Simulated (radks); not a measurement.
Effect of the nuclear size on neutral titanium, [Ar] 3d2 4s2. All-electron calculation, Dirac Kohn-Sham, PBE, spin-unpolarised, spherical densities, finite nucleus; open shells are shared between the two j in proportion to 2j + 1; Fermi nuclear charge, rms radius 3.5921 fm. Program: a radial shooting solver on a logarithmic mesh with Libxc functionals. The rms radius is varied about that value; shifts are against it.

rms radius (fm)  total energy shift (eV)  density at nucleus (e/bohr^3)  1s1/2 shift (meV)  2s1/2 shift (meV)  3s1/2 shift (meV)
2.9347                           -0.0163                           8552              -6.87             -0.572             -0.073
3.4556                          -0.00364                           8509              -1.54             -0.128             -0.016
3.5921                                 0                           8499              0.000              0.000              0.000
3.8687                           0.00779                           8479               3.29              0.274              0.035
4.1884                            0.0175                           8459               7.39              0.615              0.079

Slopes of the eigenvalues against <r^2> in GHz/fm^2, as finite differences over the two radii next to the reference (eigenvalue slopes, not the field-shift constants of lines): 1s1/2 386, 2s1/2 32.1, 3s1/2 4.11.
